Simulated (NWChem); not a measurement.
System: BeH2Se2; SMILES [SeH][Be][SeH]

Results from NWChem. Pople sets run with spherical d functions. This build's default masses of Se (78.918 u) and Br (79.917 u) are each other's, which moves their modes by up to 0.6 %. Each level has its own optimisation; frequencies are unscaled. One conformer.

```
level               r Be–Se (Å)  r H–Se (Å)  highest harmonic frequency (cm⁻¹)  lowest (cm⁻¹)  zero-point energy (kcal/mol)  dipole (D)
------------------  -----------  ----------  ---------------------------------  -------------  ----------------------------  ----------
PBE/def2-SVP              2.039       1.488                               2347            174                          10.7        0.88
Hartree-Fock/3-21G        2.039       1.474                               2336            174                          11.0        1.25
B3LYP/6-31G*              2.038       1.484                               2388            172                          10.9        0.91
PBE0/def2-SVP             2.031       1.474                               2440            180                          11.1        0.95
```
